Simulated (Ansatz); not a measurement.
Single points on Be₅.

```yaml
crystal:
  periodic: [false, false, false]
  atoms:
    - {symbol: Be, position_ang: [1.096553, -1.507044, -0.376553]}
    - {symbol: Be, position_ang: [1.954021, 0.371812, -0.078197]}
    - {symbol: Be, position_ang: [-0.228132, -1.662000, 1.229210]}
    - {symbol: Be, position_ang: [-0.021817, 0.059828, 0.194109]}
    - {symbol: Be, position_ang: [1.599075, -0.855497, 1.476730]}
basis:
  gaussian: {orbitals: "def2-TZVPPD.json", initial_orbitals: start.molden}
correlation: {method: ccsd_t}
scf: {omitted_lower_state_checks: [starts]}
output: {orbitals: {seedname: orbitals}}
```

The file start.molden holds the orbitals of an earlier run on this structure, at another level or in another basis.

```sh
$ ansatz run in.yaml --threads 4 --pin off --events-out ev --progress --plain --max-ram 3916MiB
```

Shortened log:

```
Functional definition: HF
885 factors; integrals over basis functions are off by at most 1.0e-4 eV
mean field evaluation 1: about -1984.2251 eV, gradient 1.3e1 eV
mean field evaluation 2: about -1984.5311 eV, gradient 3.2e-1 eV
mean field evaluation 4: about -1984.5486 eV, gradient 2.2e-3 eV
mean field evaluation 8: about -1983.8988 eV, gradient 3.3e0 eV
mean field evaluation 16: about -1984.0072 eV, gradient 1.2e-2 eV
mean field evaluation 32: about -1982.6734 eV, gradient 7.8e-1 eV
mean field -1984.54855164 eV, -72.9308140976 hartree, gradient 5.4e-6 eV, S^2 0.000000; 2 other end points of the search recorded, 0 dependent functions left out; unrestricted orbitals would lower it
mean field evaluation 64: about -1985.3725 eV, gradient 5.5e-2 eV
determinant -1984.54855164 eV, -72.9308140976 hartree, with singles and doubles -1996.10764633 eV, -73.3556029924 hartree
determinant -1984.00718986 eV, -72.9109194190 hartree, with singles and doubles -1994.85609282 eV, -73.3096092491 hartree
determinant -1982.70837092 eV, -72.8631887034 hartree, with singles and doubles -1993.75868507 eV, -73.2692802580 hartree
reference -1984.54855164 eV, -72.9308140976 hartree; 10, 10 occupied and 100, 100 virtual orbitals, 885 factors
second order -11.19163124 eV of doubles, -0.00000000 eV of singles
cycle   1  -11.52576474 eV  change   -5.6e-1 eV  update   3.0e-2
cycle   2  -11.56351340 eV  change   -3.8e-2 eV  update   7.8e-3
cycle   3  -11.55589239 eV  change    7.6e-3 eV  update   3.5e-3
cycle   4  -11.55805841 eV  change   -2.2e-3 eV  update   1.3e-3
cycle   5  -11.55820047 eV  change   -1.4e-4 eV  update   8.7e-4
cycle   6  -11.55793578 eV  change    2.6e-4 eV  update   4.3e-4
cycle   7  -11.55816138 eV  change   -2.3e-4 eV  update   1.6e-4
cycle   8  -11.55811787 eV  change    4.4e-5 eV  update   5.1e-5
cycle   9  -11.55811261 eV  change    5.3e-6 eV  update   2.8e-5
cycle  10  -11.55811368 eV  change   -1.1e-6 eV  update   1.6e-5
perturbative correction -0.94678179 eV, -0.0347935890 hartree
Total energy: -1997.05344711 eV, -73.3903605299 hartree
Checks for a lower state left out: starts
```

It took 4.6 s on 4 threads of Arm Neoverse V1 on a shared host.

As the first input, with `gaussian: {orbitals: def2-TZVPD, initial_orbitals: start.molden}`, `hamiltonian: {xc: r2scan}` and without the key `correlation` (abridged; 1.4 s):

```
Functional definition: r2SCAN
mean field -1999.89236612 eV, -73.4946888793 hartree, gradient 2.6e-5 eV, S^2 0.000000
Total energy: -1999.89238075 eV, -73.4946894167 hartree
Checks for a lower state left out: starts
```

As the first input, with `gaussian: {orbitals: def2-TZVPD}`, `hamiltonian: {xc: pbe0}` and without the key `correlation`, `scf` (abridged; 0.9 s):

```
Functional definition: PBE0
mean field evaluation 16: about -1996.7131 eV, gradient 5.3e0 eV
mean field -1997.59763902 eV, -73.4103592136 hartree, gradient 6.2e-5 eV, S^2 0.000000; 2 other end points of the search recorded, 0 dependent functions left out
Total energy: -1997.59767110 eV, -73.4103603925 hartree
```

The first input with `gaussian: {orbitals: def2-TZVPD, initial_orbitals: start.molden}`, `hamiltonian: {xc: pbe}` and without the key `correlation` (abridged; 0.7 s):

```
Functional definition: PBE
mean field -1997.24834445 eV, -73.3975228752 hartree, gradient 9.9e-6 eV, S^2 0.000000
Total energy: -1997.24838776 eV, -73.3975244665 hartree
Checks for a lower state left out: starts
```

Geometry: PBE0/def2-TZVPD, that of the charge -1 doublet.

Correlated methods freeze no core orbitals. At CCSD(T)/def2-TZVPPD the restricted singlet (for correlated methods, its reference) is unstable: a solution with broken spin symmetry lies lower. The restricted singlet is unstable towards broken spin symmetry in Hartree–Fock (as tested in another run); at r2SCAN/def2-TZVPD, PBE0/def2-TZVPD, PBE/def2-TZVPD this wasn't settled. The order of the spin states hangs on the level: the triplet lies 0.14 eV below the singlet at PBE0/def2-TZVPD, but 0.03 eV above it at PBE/def2-TZVPD. The singlet is doubtful at PBE0/def2-TZVPD (restricted singlet with a triplet 0.14 eV lower at the same geometry). The structure comes from a short search, and lower isomers may exist.
